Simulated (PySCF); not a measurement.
# One molecule, several mistakes: H7N2Si2

All numbers below are calculated, not measured. They come from PySCF 2.14.0, an open-source quantum chemistry program, on an isolated molecule that a program drew, which may never have been made. The molecule is H7N2Si2 (charge 0, doublet), drawn as the SMILES string `N[Si](N)[SiH3]`.

Each row is a Hartree-Fock (HF) and frozen-core CCSD(T) single point in the cc-pV(D+d)Z basis, meant for a local HF minimum. Run 1 is clean. Each other run has one planted mistake out of seven kinds, and not every kind appears here: one electron removed, one electron added, multiplicity raised by two, geometry at a saddle point, minimal basis STO-3G, one bond length entered in bohr, all coordinates scaled. The reference is restricted for singlets and unrestricted otherwise, and also for a bond in bohr. Adding or removing an electron swaps singlet and doublet. Electrons count all cores. HOMO and LUMO are orbital energies over both spins, the gradient is its largest component, and the lowest frequency (negative if imaginary) is given only where the gradient is small. Bond lengths are over the 10 bonds as drawn. T1 is the CCSD diagnostic: over 0.02 (restricted) or 0.045 (unrestricted) a single reference is doubtful.

Geometry of the clean run:
```xyz
11
H7N2Si2, angstrom
N     1.2359   -0.5451   -0.6978
Si   -0.3327   -1.1160   -1.1415
N    -0.5550   -0.5751   -2.7658
Si   -1.8780   -0.3060    0.4795
H     1.5431   -0.6242    0.2539
H     2.0018   -0.7165   -1.3245
H    -1.2984   -0.9525   -3.3216
H    -0.3890    0.3881   -2.9983
H    -3.2263   -0.8573    0.1873
H    -1.4826   -0.7613    1.8386
H    -1.9914    1.1774    0.5097
```

```
run  electrons  basis functions  <S^2>  HOMO (eV)  LUMO (eV)  gradient (hartree/bohr)  lowest frequency (cm^-1)  mean bond (Å)  longest bond (Å)      T1  HF (hartree)  CCSD(T) (hartree)                 mistake
  1         49              109  0.760      -7.47       2.24                  6.9e-06                        99         1.4310             2.382  0.0156    -690.86549         -691.46402                no fault
  2         50              109  0.000       0.28       8.76                  8.7e-02                         -         1.4310             2.382  0.0134    -690.81618         -691.44500      one electron added
  3         49               35  0.754      -4.72       6.23                  3.2e-02                         -         1.4310             2.382  0.0138    -682.73973         -682.94779    minimal basis STO-3G
  4         49              109  0.760      -7.11       2.68                  5.8e-02                         -         1.3551             2.255  0.0143    -690.83188         -691.42175  all coordinates scaled
  5         48              109  0.000     -15.86      -5.42                  7.9e-02                         -         1.4310             2.382  0.0201    -690.62724         -691.22976                       ?
  6         49              109  3.769      -2.84      -0.36                  1.1e-01                         -         1.4310             2.382  0.0471    -690.65102         -691.24415                       ?
```

**Which mistake was planted in run 5, and what did it cost?**

It counts 48 electrons, one fewer than the clean run, at the same geometry and basis. So the mistake is: one electron removed. Subtracting run 1 and multiplying by 627.51 kcal/mol a hartree, the energy moved by 149.5 kcal/mol in HF and 147.0 kcal/mol in CCSD(T).

**Which mistake was planted in run 6, and what did it cost?**

Electrons, basis and geometry are unchanged, and <S^2> is 3.769, beside S(S+1) = 3.75 for a multiplicity of 4. So the mistake is: multiplicity raised by two. Subtracting run 1 and multiplying by 627.51 kcal/mol a hartree, the energy moved by 134.6 kcal/mol in HF and 138.0 kcal/mol in CCSD(T).

Cautions from the logs. Run 2: the HOMO is above zero, so the electron isn't bound and the energy depends on the basis; run 5: T1 is over the limit, so its CCSD(T) energy is less reliable; run 6: T1 is over the limit, so its CCSD(T) energy is less reliable.
